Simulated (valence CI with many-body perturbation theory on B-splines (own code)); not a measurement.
**From CI to CI+MBPT in Zr19+**

Calculated by configuration interaction combined with many-body perturbation theory (CI+MBPT): three valence electrons over a frozen Dirac-Fock core [Ar], radial functions for each j: 9 s, 9 p, 10 d, 8 f, 5 g, 3 h, 1 i, with the one-electron correlation potential Σ1 (screened to all orders), the two-electron term Σ2, the three-electron term Σ3, Breit, model QED; selected single and double excitations, second order for the rest (own B-spline code, finite nucleus).

No measured levels were compared; by estimate terms of the open shell hold to 2 to 4 % of their energy, and close levels can change places. Core correlation moves these levels by up to 5900 cm⁻¹, and in measured spectra 5 to 20 % of such shifts remained as error; rates that hang on mixing are uncertain with them. Only levels of the ground parity were solved; by the run's estimate the other parity begins above the list, which can be wrong where configurations are misplaced.

Each rung adds one term. CI alone is the Dirac-Coulomb CI over the frozen core; QED comes last and gives the full result, which names the levels. Energies are above 3d³ ⁴F_3/2 on the same rung, in cm⁻¹.

Names give the largest LS component (configuration and term), which can be under half, so a name can repeat, a term be missing and a line seem to break the LS rules; names also repeat where a configuration has a term twice. Letters in brackets count levels of one name in rising energy.

```csv
Level,CI alone,Σ1,Σ2,Σ3,Breit,QED,Full
3d³ ⁴F_5/2,12424,+213,+362,+67,-913,+51,12204
3d³ ⁴F_7/2,25215,+381,+522,+70,-1940,+89,24338
3d³ ⁴F_9/2,36849,+483,+501,-32,-2825,+110,35086
3d³ ⁴P_3/2,56356,+185,-3657,+455,-289,+20,53070
3d³ ⁴P_1/2,61341,+295,-3794,+440,-785,+47,57544
3d³ ²G_7/2,72017,+471,-774,-767,-1860,+87,69174
3d³ ²H_9/2 [a],75277,+469,-584,-292,-2302,+86,72653
3d³ ⁴P_5/2,79336,+554,-3313,+7.6,-1687,+106,75004
3d³ ²D_3/2 [a],89190,+581,-2796,-484,-1376,+107,85222
3d³ ²P_1/2,94184,+629,-3599,+1479,-1709,+117,91100
3d³ ²H_11/2,102440,+677,-513,+27,-3423,+124,99332
3d³ ²H_9/2 [b],107738,+874,-252,-388,-3307,+174,104839
3d³ ²D_5/2 [a],110418,+750,-2796,-1339,-2313,+139,104860
3d³ ²P_3/2,122071,+967,-2692,+611,-2756,+194,118395
3d³ ²F_7/2,145122,+716,-5520,+463,-2347,+111,138543
3d³ ²F_5/2,146354,+676,-5734,+433,-1373,+99,140454
3d³ ²D_5/2 [b],216265,+986,-5849,-80,-1950,+144,209514
3d³ ²D_3/2 [b],218617,+960,-6776,-119,-1580,+132,211233
```

The middle columns are the shifts that each term adds.

How does the ionisation energy move along the ladder, and which term matters most?

CI alone 796.59, + Σ1 799.13, + Σ2 803.81, + Σ3 803.83, + Breit 803.59, + QED 803.62 eV. The largest step is Σ2, 4.68 eV. NIST lists 803 ± 4 eV (theoretical).
